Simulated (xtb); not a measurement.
Calculation: GFN2-xTB (xtb 6.7.1).

```
xtb start.xyz --ohess tight --gfn 2 --chrg 0 --uhf 0 --iterations 400

# start.xyz
8

Zr     0.000000     0.000000     0.000000
F     -0.929006    -0.894176     1.844369
F      0.929008     0.894197    -1.844358
F     -1.131155    -1.465015    -1.280047
F      2.045879    -0.528001     0.774528
O     -1.028599     2.241053     0.568414
H     -1.888999     2.380456     0.095983
H     -0.398869     2.987685     0.398434
```

Output:

```
[...]
        25                         -0.1799620              -4.8970
       ...                                ...                  ...
        31                          0.9036961              24.5908
      -------------------------------------------------------------
                  HL-Gap            0.2146381 Eh            5.8406 eV
             Fermi-level           -0.3786047 Eh          -10.3024 eV


         :::::::::::::::::::::::::::::::::::::::::::::::::::::
         ::                     SUMMARY                     ::
         :::::::::::::::::::::::::::::::::::::::::::::::::::::
         :: total energy             -26.094694740821 Eh    ::
         :: gradient norm              0.000433533596 Eh/a0 ::
         :: HOMO-LUMO gap              5.840601287911 eV    ::
         ::.................................................::
         :: SCC energy               -26.165970762356 Eh    ::
         :: -> isotropic ES            0.122727018478 Eh    ::
         :: -> anisotropic ES         -0.002128510992 Eh    ::
         :: -> anisotropic XC         -0.000781266486 Eh    ::
         :: -> dispersion             -0.003089625997 Eh    ::
         :: repulsion energy           0.071276021535 Eh    ::
         :: add. restraining           0.000000000000 Eh    ::
         :: total charge              -0.000000000000 e     ::
         :::::::::::::::::::::::::::::::::::::::::::::::::::::

           -------------------------------------------------
          |                Numerical Hessian                |
           -------------------------------------------------
step length          :   0.00500
SCC accuracy         :   0.30000
Hessian scale factor :   1.00000
frozen atoms in %    :   0.00000    0
RMS gradient         :   0.00043
estimated CPU  time      0.00 min
estimated wall time      0.00 min

writing file <hessian>.

 projected vibrational frequencies (cm⁻¹)
eigval :       -0.00    -0.00    -0.00    -0.00    -0.00     0.00
eigval :       55.29   110.50   122.21   154.40   173.49   188.14
eigval :      212.58   220.11   256.70   382.67   388.29   488.26
eigval :      532.99   538.27   555.77  1437.02  3442.17  3458.07
           -------------------------------------------------
          |                Property Printout                |
           -------------------------------------------------

    * Orbital Energies and Occupations

         #    Occupation            Energy/Eh            Energy/eV
      -------------------------------------------------------------
         1        2.0000           -0.8803328             -23.9551
       ...           ...                  ...                  ...
         8        2.0000           -0.5536908             -15.0667
         9        2.0000           -0.5215418             -14.1919
        10        2.0000           -0.5115595             -13.9202
        11        2.0000           -0.5098847             -13.8747
        12        2.0000           -0.5063776             -13.7792
        13        2.0000           -0.5053999             -13.7526
        14        2.0000           -0.5044664             -13.7272
        15        2.0000           -0.4980594             -13.5529
        16        2.0000           -0.4962905             -13.5048
        17        2.0000           -0.4951667             -13.4742
        18        2.0000           -0.4890088             -13.3066
        19        2.0000           -0.4859861             -13.2244
        20        2.0000           -0.4859238             -13.2227 (HOMO)
        21                         -0.2712856              -7.3821 (LUMO)
        22                         -0.2705925              -7.3632
        23                         -0.2278911              -6.2012
        24                         -0.2234496              -6.0804
        25                         -0.1799620              -4.8970
        26                         -0.0368898              -1.0038
        27                          0.1654043               4.5009
        28                          0.3178468               8.6491
        29                          0.4595094              12.5039
        30                          0.4813861              13.0992
        31                          0.9036961              24.5908
      -------------------------------------------------------------
                  HL-Gap            0.2146381 Eh            5.8406 eV
             Fermi-level           -0.3786047 Eh          -10.3024 eV

     #   Z          covCN         q      C6AA      α(0)
     1  40 Zr       3.250     1.557    93.126    23.221
     2   9 F        0.641    -0.473    14.503     4.494
     3   9 F        0.641    -0.473    14.509     4.495
     4   9 F        0.641    -0.441    14.078     4.428
     5   9 F        0.641    -0.453    14.238     4.453
     6   8 O        2.276    -0.473    22.265     6.373
     7   1 H        0.814     0.378     0.526     1.139
     8   1 H        0.813     0.377     0.527     1.140

 Mol. C6AA /au·bohr⁶  :        874.619468
 Mol. C8AA /au·bohr⁸  :      41021.134874
 Mol. α(0) /au        :         49.743108

Wiberg/Mayer (AO) data.
largest (>0.10) Wiberg bond orders for each atom

 ---------------------------------------------------------------------------
     #   Z sym  total        # sym  WBO       # sym  WBO       # sym  WBO
 ---------------------------------------------------------------------------
     1  40 Zr   3.763 --     4 F    0.864     5 F    0.850     2 F    0.816
                             3 F    0.816     6 O    0.380
     2   9 F    0.917 --     1 Zr   0.816
     3   9 F    0.917 --     1 Zr   0.816
     4   9 F    0.969 --     1 Zr   0.864
     5   9 F    0.950 --     1 Zr   0.850
     6   8 O    2.145 --     8 H    0.835     7 H    0.835     1 Zr   0.380
     7   1 H    0.857 --     6 O    0.835
     8   1 H    0.858 --     6 O    0.835
 ---------------------------------------------------------------------------

Topologies differ in total number of bonds
Writing topology from bond orders to xtbtopo.mol

molecular dipole:
                 x           y           z       tot (Debye)
 q only:       -0.682       2.122       0.447
   full:       -0.800       2.072       0.344       5.713
molecular quadrupole (traceless):
                xx          xy          yy          xz          yz          zz
 q only:       -3.853      -5.425       8.720      -2.140       1.474      -4.867
  q+dip:       -3.780      -6.364       9.179      -2.476       0.960      -5.399
   full:       -3.512      -6.163       8.411      -2.651       0.407      -4.899

           -------------------------------------------------
          |                Geometry Summary                 |
           -------------------------------------------------

      molecular mass/u    :      185.2325407
   center of mass at/Å    :       -0.1180723       0.0381263      -0.0913626
  moments of inertia/u·Å² :        0.1908133E+03   0.2598107E+03   0.2646171E+03
rotational constants/cm⁻¹ :        0.8834623E-01   0.6488430E-01   0.6370577E-01

 * 6 selected distances

     #   Z          #   Z                                           value/Å
     1  40 Zr       2   9 F                                       1.8697489
     1  40 Zr       3   9 F                                       1.8712342 (max)
     1  40 Zr       4   9 F                                       1.8580012
     1  40 Zr       5   9 F                                       1.8531476
     6   8 O        7   1 H                                       0.9717828 (min)
Molecule has no symmetry elements
It seems to be the C1 point group
     6   8 O        8   1 H                                       0.9717849

 * 2 distinct bonds (by element types)

   Z      Z             #   av. dist./Å        max./Å        min./Å
   1 H    8 O           2     0.9717839     0.9717849     0.9717828
   9 F   40 Zr          4     1.8630330     1.8712342     1.8531476

           -------------------------------------------------
          |               Frequency Printout                |
           -------------------------------------------------
 projected vibrational frequencies (cm⁻¹)
eigval :       -0.00    -0.00    -0.00    -0.00    -0.00     0.00
eigval :       55.29   110.50   122.21   154.40   173.49   188.14
eigval :      212.58   220.11   256.70   382.67   388.29   488.26
eigval :      532.99   538.27   555.77  1437.02  3442.17  3458.07
 reduced masses (amu)
   1: 21.88   2: 22.37   3: 45.63   4: 46.26   5: 50.39   6: 30.41   7: 11.45   8: 18.30
   9: 16.62  10: 34.34  11: 29.62  12: 25.65  13: 33.28  14: 16.24  15: 14.94  16:  5.53
  17:  3.92  18: 19.72  19: 34.63  20: 33.20  21: 35.47  22:  2.17  23:  2.14  24:  1.54
 IR intensities (km·mol⁻¹)
   1:  3.28   2:  3.41   3:  0.93   4:  1.82   5:  0.58   6:  0.58   7: 16.68   8:  3.25
   9: 12.93  10: 20.28  11:121.82  12: 49.15  13:130.49  14:  0.09  15: 12.58  16:364.76
  17: 73.59  18:  3.64  19:133.20  20:113.47  21:146.21  22:184.56  23:101.52  24: 52.29
 Raman intensities (Ä⁴*amu⁻¹)
   1:  0.00   2:  0.00   3:  0.00   4:  0.00   5:  0.00   6:  0.00   7:  0.00   8:  0.00
   9:  0.00  10:  0.00  11:  0.00  12:  0.00  13:  0.00  14:  0.00  15:  0.00  16:  0.00
  17:  0.00  18:  0.00  19:  0.00  20:  0.00  21:  0.00  22:  0.00  23:  0.00  24:  0.00
 output can be read by thermo (or use thermo option).
 writing <g98.out> molden fake output.
 recommended (thermochemical) frequency scaling factor: 1.0
           -------------------------------------------------
          |             Thermodynamic Functions             |
           -------------------------------------------------

c1  symmetry found (for desy threshold:  0.10E+00) used in thermo

          ...................................................
          :                      SETUP                      :
          :.................................................:
          :  # frequencies                          18      :
          :  # imaginary freq.                       0      :
          :  linear?                             false      :
          :  only rotor calc.                    false      :
          :  symmetry                               c1      :
          :  rotational number                       1      :
          :  scaling factor                  1.0000000      :
          :  rotor cutoff                   50.0000000 cm⁻¹ :
          :  imag. cutoff                  -20.0000000 cm⁻¹ :
          :.................................................:

    mode    ω/cm⁻¹     T·S(HO)/kcal·mol⁻¹    T·S(FR)/kcal·mol⁻¹   T·S(vib)
   ------------------------------------------------------------------------
       1     55.29    -1.37707 ( 59.92%)    -1.02639 ( 40.08%)    -1.23651
       2    110.50    -0.97198 ( 95.98%)    -0.82143 (  4.02%)    -0.96593
       3    122.21    -0.91388 ( 97.27%)    -0.79163 (  2.73%)    -0.91055
       4    154.40    -0.78035 ( 98.91%)    -0.72240 (  1.09%)    -0.77972
       5    173.49    -0.71478 ( 99.31%)    -0.68788 (  0.69%)    -0.71459
       6    188.14    -0.66966 ( 99.50%)    -0.66387 (  0.50%)    -0.66963
       7    212.58    -0.60267 ( 99.69%)    -0.62770 (  0.31%)    -0.60275
       8    220.11    -0.58382 ( 99.73%)    -0.61739 (  0.27%)    -0.58391
       9    256.70    -0.50212 ( 99.86%)    -0.57185 (  0.14%)    -0.50222
   ------------------------------------------------------------------------

   temp. (K)  partition function   enthalpy   heat capacity  entropy
                                   cal/mol     cal/K/mol   cal/K/mol   J/K/mol
 298.15  VIB   852.                 4436.310     24.218     27.785
         ROT  0.277E+06              888.752      2.981     27.883
         INT  0.236E+09             5325.062     27.199     55.668
         TR   0.244E+28             1481.254      4.968     41.537
         TOT                        6806.3158    32.1669    97.2045   406.7038

       T/K    H(0)-H(T)+PV         H(T)/Eh          T*S/Eh         G(T)/Eh
   ------------------------------------------------------------------------
    298.15    0.108466E-01    0.398179E-01    0.461850E-01   -0.636715E-02
   ------------------------------------------------------------------------

         :::::::::::::::::::::::::::::::::::::::::::::::::::::
         ::                  THERMODYNAMIC                  ::
         :::::::::::::::::::::::::::::::::::::::::::::::::::::
         :: total free energy         -26.101061886581 Eh   ::
         ::.................................................::
         :: total energy              -26.094694740821 Eh   ::
         :: zero point energy           0.028971314390 Eh   ::
         :: G(RRHO) w/o ZPVE           -0.035338460150 Eh   ::
         :: G(RRHO) contrib.           -0.006367145760 Eh   ::
         :::::::::::::::::::::::::::::::::::::::::::::::::::::

optimized geometry written to: xtbopt.xyz

           -------------------------------------------------
          | TOTAL ENERGY              -26.094694740821 Eh   |
          | TOTAL ENTHALPY            -26.054876871753 Eh   |
          | TOTAL FREE ENERGY         -26.101061886581 Eh   |
          | GRADIENT NORM               0.000433533348 Eh/α |
          | HOMO-LUMO GAP               5.840601207043 eV   |
           -------------------------------------------------

------------------------------------------------------------------------
```

Cost: very roughly 0.6 core-seconds.
